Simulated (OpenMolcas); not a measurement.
Ti III: the spin-orbit constant, Racah parameters, worked from levels

* Program: OpenMolcas 26.06
* Basis: ANO-RCC-VDZP [5s4p2d1f]
* Scalar Hamiltonian: DKH2, point nucleus
* Active space: 2 electrons in 6 orbitals (3d 4s)
* State averaging: 2S+1 = 3 even, 15 roots; 2S+1 = 1 even, 20 roots
* Spin-orbit coupling: RASSI with atomic mean-field integrals over the reference wave functions, term energies averaged over their components

Methods: CASSCF; MS-CASPT2, IPEA 0.25 Eh, imaginary shift 0.1 Eh (closed shells correlated: 3s 3p). Measured levels: Corliss and Sugar, J. Phys. Chem. Ref. Data 8, 1 (1979).

**The spin-orbit constant.** For the Hund term ³F of d2, E(J) = (A/2) J(J+1) + constant and ζ = 2S·A = 2A. From J = 2 to J = 4 the energy changes by 7 A.

```tsv
Source	E(4) - E(2)	A	ζ
CASSCF	462.3	66.0	132
MS-CASPT2	463.4	66.2	132
measured	420.4	60.1	120
```

All in cm-1. MS-CASPT2 is off by +10.2 % and CASSCF by +10.0 %. Both methods take the spin-orbit matrix elements from the reference wave functions, so the second can move ζ only through the term energies and any multistate remixing. Second-order mixing with other terms is absorbed into this ζ.

**Racah parameters.** Above ³F, d2 has ³P at 15B, ¹G at 12B + 2C and ¹D at 5B + 2C. The first two fix B and C, and the third tests them; where it misses by thousands of cm-1, two parameters do not describe the configuration (Trees and configuration-interaction terms are left out) and B and C hang on the terms chosen. Term energies are centres of gravity, weighted by 2J + 1.

```csv
Source,³P,¹G,B,C,C/B,"¹D from B, C",¹D found
CASSCF,13578,16971,905,3054,3.37,10633,10647
MS-CASPT2,10853,14840,724,3079,4.25,9778,7966
measured,10420,14156,695,2910,4.19,9295,8232
```

Energies in cm-1. From CASSCF to MS-CASPT2, B changes by -20.0 % and C by +0.8 %. Against the measured terms, MS-CASPT2 has B off by +4.2 % and C by +5.8 %.

Term energies are means over components that CASPT2 splits; among the terms shown or strongly mixed into the levels shown the widest spread is 970 cm-1 (3d² ¹G, MS-CASPT2). Without dynamic correlation excited terms often stand tens of per cent too high (terms of higher spin than the ground term too low), and those without a measured partner can miss by more than the paired ones (holds for CASSCF). Measured partners are found by configuration, term and J. A level has none where our copy of the source lacks it or the pairing is in doubt (some pairs that miss far off the trend of their configuration count as doubtful), and it then counts in no deviation. Only configurations of the active space appear.
